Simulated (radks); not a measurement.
Problem. These are the eigenvalues of the occupied orbitals of an atom or ion with whole-number occupations (eV). Method: non-relativistic Kohn-Sham, PBE, spin-unpolarised, spherical densities, point nucleus; computed with a radial shooting solver on a logarithmic mesh with Libxc functionals.

1s: -32932.66
2s: -5000.960
2p: -4706.496
3s: -1027.570
3p: -903.0317
3d: -671.4759
4s: -190.5087
4p: -146.2928
4d: -70.3738
5s: -25.5318
5p: -15.2600
4f: -0.4328

Which element is it, and in what charge state? The configuration may be excited.

Solution. Z = 54, xenon, charge 0: Xe in [Kr] 4d10 5s2 5p5 4f1. The list shows which subshells hold electrons but not how many an open one holds; the 1s level, -1210.3 hartree, gives Z - s = 49.2 by -(Z - s)^2/2, which with screening narrows Z to a few neighbours, and the depths of the outer levels then fix element, charge and occupations together.
